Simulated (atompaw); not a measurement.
u(r) = r·R(r): atom against pseudo-atom (vanadium (V))

Columns: radius, all-electron u(r) and pseudo u(r) of the 3d shell (level -5.18 eV) of vanadium in the configuration [Ne] 3s2 3p6 3d3 4s2 4p0; PBEsol, scalar-relativistic, PAW (atompaw) scheme, atompaw 4.2.0.5.

```csv
r (bohr),all-electron,pseudo
0.096,0.0359,0.0001
0.192,0.1604,0.0005
0.288,0.3227,0.0018
0.385,0.4795,0.0044
0.481,0.6068,0.0086
0.577,0.7013,0.0148
0.673,0.7640,0.0236
0.769,0.7992,0.0354
0.865,0.8126,0.0505
0.962,0.8095,0.0696
1.058,0.7947,0.0923
1.154,0.7720,0.1192
1.250,0.7441,0.1499
1.346,0.7130,0.1841
1.442,0.6802,0.2213
1.538,0.6468,0.2601
1.635,0.6132,0.2996
1.731,0.5807,0.3370
1.827,0.5492,0.3704
1.923,0.5190,0.3973
2.019,0.4902,0.4155
2.115,0.4629,0.4234
2.212,0.4367,0.4204
2.308,0.4123,0.4078
2.404,0.3891,0.3887
2.500,0.3673,0.3673
```

Q: How many radial nodes do the two functions have?

A: The all-electron 3d function has n − l − 1 = 0; the pseudo-wave has 0.

Q: Is the pseudo-wave norm-conserving?

A: No, it belongs to a PAW set: the norm inside the radius is not constrained, and the difference is carried by the augmentation charge.
